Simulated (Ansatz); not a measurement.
Reaction (isomerisation): `OB1CCN1` → `BNC(C)=O`

Gas-phase electronic energies from Ansatz, PBE0-D4/def2-TZVP geometries. CCSD(T)/CBS adds triple-zeta CCSD(T) − MP2 to the extrapolated MP2 energy (def2 sets, frozen cores). DFT in def2-TZVPP. B3LYP here is the variant with VWN-RPA as its local correlation; programs differ in this. Each species was taken in one conformer, which may not be the lowest.

Task: Is it downhill or uphill in electronic energy at CCSD(T)/CBS, and by how much? (Estimate.)

Result: The calculation gave: Uphill: ΔE = +21.7 kcal/mol.

Task: What do these levels give: B3LYP-D4, PBE, MP2/def2-TZVPP, SCS-MP2/def2-TZVPP, CCSD/def2-TZVPP, SCS-MP2/def2-QZVPP? (An estimate is asked.)

Result: The calculation gave: B3LYP-D4 16.8, PBE 20.0, MP2/def2-TZVPP 22.8, SCS-MP2/def2-TZVPP 20.2, CCSD/def2-TZVPP 20.9, SCS-MP2/def2-QZVPP 20.9 kcal/mol.

Largest T1 diagnostic among the species: 0.015.

From PBE to PBE0 (25 % exact exchange), in def2-TZVPP and without D4, ΔE moves by +2.4 kcal/mol. In def2-TZVPP, CCSD(T) changes the Hartree–Fock value by +7.2 kcal/mol (the triples alone add −0.3 kcal/mol) and MP2 by +9.4 kcal/mol.
